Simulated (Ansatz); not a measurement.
Ansatz (a quantum-chemistry and plane-wave program) input:

Ansatz 0.2 input:
```yaml
crystal:
  periodic: [false, false, false]
  atoms:
    - {symbol: O, position_ang: [-1.07650537, 0.50257795, 0.25892000]}
    - {symbol: C, position_ang: [-0.19323130, -0.40550823, -0.11439835]}
    - {symbol: O, position_ang: [1.15931922, -0.02806309, -0.16211877]}
    - {symbol: H, position_ang: [-0.45136067, -0.82467520, -1.10735339]}
    - {symbol: H, position_ang: [-0.32380733, -1.26598751, 0.59018815]}
    - {symbol: H, position_ang: [1.27204489, 0.72759333, 0.42914546]}
basis:
  gaussian:
    orbitals: STO-3G
hamiltonian:
  xc: {name: PBE0}
magnetization: {spin_polarized: true, initial_magnetization: 1}
```

**Question.** What final total energy does it print?

**Answer.** -187.50673 Eh (PBE0/STO-3G). The basis has 18 functions.

It need not be the lowest isomer of its formula.
